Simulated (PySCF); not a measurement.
CdGeH₃I, SMILES [GeH3][Cd][I]. Geometry optimised at r2SCAN-D4/def2-SVP. The structure was generated by enumeration; whether it is a known compound was not checked. The def2 effective core potentials stand for the cores of Cd, I; spin–orbit coupling is left out.

Computed equilibrium geometry at r2SCAN-D4/def2-SVP (PySCF confirms it by a frequency run) as Cartesian coordinates in Å, and its point group:
point group C3v.
```xyz
6

Cd     0.0000     0.0000     0.3612
I      0.0000     0.0000    -2.2622
Ge     0.0000     0.0000     2.8834
H      1.2444     0.7184     3.4299
H     -1.2444     0.7184     3.4299
H      0.0000    -1.4369     3.4299
```
Charge 0, spin multiplicity 1.
